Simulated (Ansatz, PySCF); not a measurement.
Molecule: CH7BO2Si, charge 0, multiplicity 1. 
Coordinates optimised at B3LYP-D3(BJ)/def2-TZVP (Ansatz, an electronic-structure program):
SMILES: OB(O)[SiH2]C
```xyz
12

C      2.2095     0.4441     0.2792
Si     0.8303    -0.7765    -0.1387
B     -0.9884     0.1312    -0.0397
O     -1.1591     1.4534     0.2890
O     -2.1060    -0.5970    -0.3110
H      2.2182     1.2844    -0.4193
H      3.1894    -0.0333     0.2290
H      2.0909     0.8431     1.2897
H      1.0587    -1.3231    -1.5018
H      0.8865    -1.9198     0.8094
H     -0.3432     1.9271     0.4720
H     -2.9192    -0.0788    -0.2378
```
Charge 0, spin multiplicity 1.

PBE beside other levels, property by property. Cores are frozen in the correlated levels unless marked. UHF or UKS for open shells. No spin-orbit coupling. No relativistic terms. CBS(X,Y): correlation extrapolated as X^-3; Hartree-Fock from the larger set. [CCSD(T)-MP2]/basis is that difference in the basis named. Rows marked 298 K are enthalpies with B3LYP-D3(BJ) harmonic zero-point and thermal terms. Atomisation energies are electronic, to ground-state atoms; the column to compare with has the core term from cc-pwCVTZ added, other frozen-core levels have none. Vertical energies are electronic, to the SCF solution reached for that spin. Frequencies are from Ansatz or PySCF. The coupled-cluster column (Ansatz) is a level with limits of its own: (a) RI-MP2/CBS(aug-cc-pV(T+d)Z,aug-cc-pV(Q+d)Z)+[CCSD(T)-MP2]/aug-cc-pV(T+d)Z; (b) RI-MP2/CBS(cc-pV(T+d)Z,cc-pV(Q+d)Z)+[CCSD(T)-MP2]/cc-pV(T+d)Z; (c) CCSD(T)/CBS(aug-cc-pV(T+d)Z,aug-cc-pV(Q+d)Z); (d) CCSD(T)/CBS(cc-pV(T+d)Z,cc-pV(Q+d)Z).

```json
[
 {"property": "atomisation energy (kcal/mol)", "PBE0/def2-TZVPD (Ansatz)": "1085.0", "wB97M-V/def2-TZVPD (Ansatz)": "1095.2", "B2PLYP/def2-TZVPD (Ansatz)": "1078.6", "coupled cluster": "1097.9 (c)"},
 {"property": "B-O bond dissociation enthalpy, 298 K, to C[SiH2][B]O + [OH] (HO) (kcal/mol)", "PBE0/def2-TZVPD (Ansatz)": "139.1", "wB97M-V/def2-TZVPD (Ansatz)": "144.4", "B2PLYP/def2-TZVPD (Ansatz)": "141.0", "coupled cluster": "145.1 (d)"},
 {"property": "H-Si bond dissociation enthalpy, 298 K, to C[SiH]B(O)O + H atom (kcal/mol)", "PBE0/def2-TZVPD (Ansatz)": "82.8", "wB97M-V/def2-TZVPD (Ansatz)": "88.5", "B2PLYP/def2-TZVPD (Ansatz)": "85.9", "coupled cluster": "88.7 (d)"},
 {"property": "proton affinity at O, enthalpy at 298 K, to C[SiH2]B(O)[OH2+] (kcal/mol)", "PBE0/def2-TZVPD (Ansatz)": "182.7", "wB97M-V/def2-TZVPD (Ansatz)": "180.1", "B2PLYP/def2-TZVPD (Ansatz)": "180.9", "coupled cluster": "182.1 (d)"},
 {"property": "vertical ionisation energy to the doublet (eV)", "PBE0/def2-TZVPD (Ansatz)": "10.10", "wB97M-V/def2-TZVPD (Ansatz)": "10.33", "B2PLYP/def2-TZVPD (Ansatz)": "10.18", "coupled cluster": "10.47 (a)"},
 {"property": "B-Si bond dissociation enthalpy, 298 K, to C[SiH2] + O[B]O (kcal/mol)", "PBE0/def2-TZVPD (Ansatz)": "85.0", "wB97M-V/def2-TZVPD (Ansatz)": "92.4", "B2PLYP/def2-TZVPD (Ansatz)": "86.4", "coupled cluster": "91.7 (b)"},
 {"property": "C-Si bond dissociation enthalpy, 298 K, to OB(O)[SiH2] + [CH3] (CH3) (kcal/mol)", "PBE0/def2-TZVPD (Ansatz)": "79.6", "wB97M-V/def2-TZVPD (Ansatz)": "85.3", "B2PLYP/def2-TZVPD (Ansatz)": "80.3", "coupled cluster": "84.2 (c)"},
 {"property": "vertical triplet-singlet gap (eV)", "PBE0/def2-TZVPD (Ansatz)": "5.33", "wB97M-V/def2-TZVPD (Ansatz)": "5.78", "B2PLYP/def2-TZVPD (Ansatz)": "5.63", "coupled cluster": "5.78 (a)"}
]
```

Problem. What does PBE/def2-TZVPD (Ansatz) give for each property, and on which side of coupled cluster does it fall?

Solution. 
- atomisation energy: PBE lies 4.0 kcal/mol above coupled cluster; PBE gives 1101.9 kcal/mol.
- B-O bond dissociation enthalpy, 298 K, to C[SiH2][B]O + [OH] (HO): PBE lies 3.9 kcal/mol below coupled cluster; PBE gives 141.2 kcal/mol.
- H-Si bond dissociation enthalpy, 298 K, to C[SiH]B(O)O + H atom: PBE lies 7.0 kcal/mol below coupled cluster; PBE gives 81.7 kcal/mol.
- proton affinity at O, enthalpy at 298 K, to C[SiH2]B(O)[OH2+]: PBE lies 1.2 kcal/mol below coupled cluster; PBE gives 180.9 kcal/mol.
- vertical ionisation energy to the doublet: PBE lies 0.66 eV below coupled cluster; PBE gives 9.81 eV.
- B-Si bond dissociation enthalpy, 298 K, to C[SiH2] + O[B]O: PBE lies 7.9 kcal/mol below coupled cluster; PBE gives 83.8 kcal/mol.
- C-Si bond dissociation enthalpy, 298 K, to OB(O)[SiH2] + [CH3] (CH3): PBE lies 4.5 kcal/mol below coupled cluster; PBE gives 79.7 kcal/mol.
- vertical triplet-singlet gap: PBE lies 0.63 eV below coupled cluster; PBE gives 5.15 eV.
